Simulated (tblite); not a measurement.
Species: C₅H₉OSi (doublet state).
Z-matrix (Å and degrees, GFN2-xTB geometry), rows numbered from 1:
```
O 
C   1  1.4072
C   2  1.5338  1  113.33
C   3  1.5020  2  111.14  1   -70.87
C   4  1.3233  3  119.67  2  -113.03
C   5  1.4975  4  119.59  3    -1.62
Si  6  1.9133  5  103.17  4    -3.98
H   1  0.9635  2  108.41  3    57.60
H   2  1.1009  1  110.35  3  -123.09
H   2  1.0930  1  105.11  3   120.29
H   3  1.0945  2  106.97  1    48.81
H   4  1.0826  3  118.73  2    66.64
H   5  1.0813  4  122.05  3   179.16
H   6  1.0934  5  110.18  4   115.79
H   6  1.0910  5  110.00  4  -127.58
H   7  1.4679  3  114.15  2    -6.81
```

Method: GFN2-xTB as coded in tblite; computed harmonic values from a numerical Hessian at the method's own geometry, unscaled. Against measured fundamentals such values can be off by several per cent, at times by over 20. Modes of hydrogen on silicon can be 10 to 20 % off. One conformer, not necessarily the lowest. Open shells enter through the occupations alone, without spin polarisation, and single modes of such species can be off by tens of per cent.

Harmonic wavenumbers (cm⁻¹): 51.4, 107.1, 195.3, 235.3, 333.5, 360.4, 437.1, 462.9, 506.1, 560.9, 636.5, 717.2, 748.7, 788.9, 808.0, 895.7, 908.8, 996.2, 1031.0, 1045.1, 1076.1, 1088.3, 1133.4, 1158.7, 1198.3, 1233.7, 1264.9, 1320.6, 1328.5, 1352.9, 1461.8, 1481.0, 1706.4, 2205.7, 2857.6, 2932.6, 2934.3, 2970.2, 2979.0, 3039.4, 3062.8, 3546.2.

A = 3956, B = 1594, C = 1240 MHz; mass 113.042 u (most abundant isotopes); point group C1, symmetry number 1; spin multiplicity 2.

Question: Zero-point energy?

Answer: Half the sum of the wavenumbers: 27579 cm⁻¹ = 78.85 kcal/mol.

Question: Entropy at 273.15 K, 1 bar (ideal gas, RRHO, classical rotation)?

Answer: Translation 39.67, rotation 27.85, vibration 17.56, spin (R ln 2) 1.38: S = 86.5 cal/(mol K).

Question: And Cp and H(273.15 K) − H(0)?

Answer: Cp = 29.50 cal/(mol K), of which vibrations give 21.55 (their classical limit is 42 R = 83.5); H(273.15 K) − H(0) = 4.85 kcal/mol without the zero-point energy, 2.68 from vibrations.

Question: What must be added to the electronic energy to get the Gibbs energy at 273.15 K and 1 bar?

Answer: ZPE + [H(273.15 K) − H(0)] − T·S = 78.85 + 4.85 − 23.62 = 60.08 kcal/mol.

Question: How do the functions run with temperature in this model?

Answer: 
| T (K) | S (cal/(mol K)) | Cp (cal/(mol K)) | H − H(0) (kcal/mol) | G − H(0) (kcal/mol) | ln q(vib) |
| --- | --- | --- | --- | --- | --- |
| 100 | 65.9 | 14.5 | 1.09 | -5.50 | 1.00 |
| 200 | 78.4 | 22.8 | 2.94 | -12.73 | 2.61 |
| 300 | 89.3 | 32.0 | 5.68 | -21.13 | 4.39 |
| 500 | 109.7 | 48.0 | 13.78 | -41.06 | 8.24 |
| 800 | 135.8 | 62.9 | 30.63 | -78.02 | 14.10 |
| 1000 | 150.6 | 69.2 | 43.88 | -106.69 | 17.82 |

q(vib) and H(0) count from the zero-point level.

Question: Blend soft modes into free rotors: weight 1/[1 + (100 cm⁻¹/ν̃)⁴] for the oscillator and the rest for a rotor with moment μB/(μ + B), μ = h/(8π²ν), B = 10⁻⁴⁴ kg m². What vibrational entropy results?

Answer: 16.31 cal/(mol K) in place of 17.56, which changes −T·S at 273.15 K by +0.34 kcal/mol.

Question: Which modes carry the vibrational entropy at 273.15 K?

Answer: 51.4 cm⁻¹: 4.59; 107.1 cm⁻¹: 3.15; 195.3 cm⁻¹: 2.02; 235.3 cm⁻¹: 1.68; 333.5 cm⁻¹: 1.10; 360.4 cm⁻¹: 0.99 cal/(mol K); the other 36 give 4.03 together.

Hindered rotation and anharmonicity are outside this model. Other conformers, if any are populated, would add a mixing term that is left out. The structure is chiral; the term R ln 2 for an equal mix with its mirror image is left out.
